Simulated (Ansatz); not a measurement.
`[Cl][Ge]([Cl])([Cl])[Br]` + `[OH][InH][SH]` → `[SH][Ge]([Cl])([Cl])[Cl]` + `[OH][InH][Br]`  (redistribution)

Isolated molecules relaxed with PBE0-D4/def2-TZVP in Ansatz; ΔE leaves out vibrations. CCSD(T)/CBS is the MP2 limit (def2-TZVPP, def2-QZVPP) plus CCSD(T) − MP2 in def2-TZVPP, frozen cores. DFT in def2-TZVPP. B3LYP here is the variant with VWN-RPA as its local correlation; programs differ in this. Elements past krypton have def2 core potentials. For Br, Ge, In outer-core shells are correlated without core-valence functions, which leaves a few kJ/mol of doubt a bond. Scalar relativity is left out up to krypton. Each species was taken in one conformer, which may not be the lowest.

`[Cl][Ge]([Cl])([Cl])[Br]`:

Cartesian coordinates in Å:
```
Cl 0.857 0.274 -1.927
Ge -0.014 0.009 -0.014
Cl -0.659 1.889 0.720
Cl -1.690 -1.277 -0.189
Br 1.507 -0.895 1.409
```

`[OH][InH][SH]`:

Cartesian coordinates in Å:
```
O -0.553 -0.620 1.268
In 0.668 0.172 -0.082
S -0.600 0.676 -2.017
H -0.121 -0.856 2.093
H 2.332 0.415 0.185
H -1.726 0.213 -1.446
```

`[SH][Ge]([Cl])([Cl])[Cl]`:

Cartesian coordinates in Å:
```
S 0.337 1.679 0.663
Ge -0.242 -0.341 0.053
Cl -1.787 -0.972 1.365
Cl -0.960 -0.409 -1.951
Cl 1.378 -1.717 0.169
H 1.274 1.760 -0.299
```

`[OH][InH][Br]`:

Cartesian coordinates in Å:
```
O -1.333 0.343 -0.536
In 0.452 -0.126 0.163
Br 0.761 0.906 2.368
H -1.511 -0.035 -1.401
H 1.632 -1.088 -0.595
```

| level | ΔE (kcal/mol) | difference from CCSD(T)/CBS |
| --- | --- | --- |
| PBE-D4 | -4.0 | 0.8 |
| PBE0-D4 | -4.5 | 0.3 |
| B3LYP-D4 | -4.5 | 0.3 |
| ωB97X-V | -4.8 | 0.0 |
| B2PLYP | -4.6 | 0.2 |
| r2SCAN | -4.5 | 0.3 |
| B3LYP | -4.6 | 0.2 |
| HF/def2-TZVPP | -6.6 | -1.8 |
| SCS-MP2/def2-TZVPP | -4.3 | 0.5 |
| CCSD/def2-TZVPP | -4.5 | 0.3 |
| CCSD(T)/def2-TZVPP | -4.3 | 0.5 |
| MP2/def2-QZVPP | -4.3 | 0.5 |
| SCS-MP2/def2-QZVPP | -4.6 | 0.2 |
| HF/CBS(def2) | -6.6 | -1.8 |
| MP2/CBS(def2) | -4.5 | 0.3 |
| CCSD/CBS(def2) | -5.1 | -0.3 |
| CCSD(T)/CBS | -4.8 | 0 |

Largest T1 diagnostic among the species: 0.016.

In def2-TZVPP, CCSD(T) changes the Hartree–Fock value by +2.3 kcal/mol (the triples alone add +0.2 kcal/mol) and MP2 by +2.6 kcal/mol.
